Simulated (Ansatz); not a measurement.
`[SiH]N([SiH3])[SiH3]` + H₂O → `O[SiH]` + `[SiH3]N[SiH3]`  (formal hydrolysis of the Si–N bond)

Isolated molecules relaxed with PBE0-D4/def2-TZVP in Ansatz; ΔE leaves out vibrations. CCSD(T)/CBS is extrapolated from def2-TZVPP and def2-QZVPP, frozen cores. Functionals use def2-TZVPP.

```csv
species,r2SCAN energy (Eh)
`[SiH]N([SiH3])[SiH3]`,-927.38226
H₂O,-76.42320
`O[SiH]`,-365.87886
`[SiH3]N[SiH3]`,-637.93439
```

(1) Work out ΔE.

Largest T1 diagnostic among the species: 0.016.

Answers

(1) ΔE = (-365.87886) + (-637.93439) − (-927.38226) − (-76.42320) = -0.00779 Eh = -20.5 kJ/mol. CCSD(T)/CBS gives -12.8 kJ/mol.

Leaving LDA and LC-ωPBE aside and taking each functional with its dispersion term where it has one, the values, not all of them listed here, spread over 18.0 kJ/mol, from CAM-B3LYP-D4 to revPBE-D4. LDA lies +7.7 kJ/mol from PBE without D4. The D4 term adds +15.0 kJ/mol with B3LYP and +8.0 kJ/mol with PBE0; it sums over pairs of atoms, weighted by their polarisabilities, and B3LYP, whose exchange is more repulsive, gets the larger term. In def2-TZVPP, CCSD(T) changes the Hartree–Fock value by +22.9 kJ/mol (the triples alone add +4.3 kJ/mol) and MP2 by +26.1 kJ/mol.

B3LYP here is the variant with VWN-RPA as its local correlation; programs differ in this.
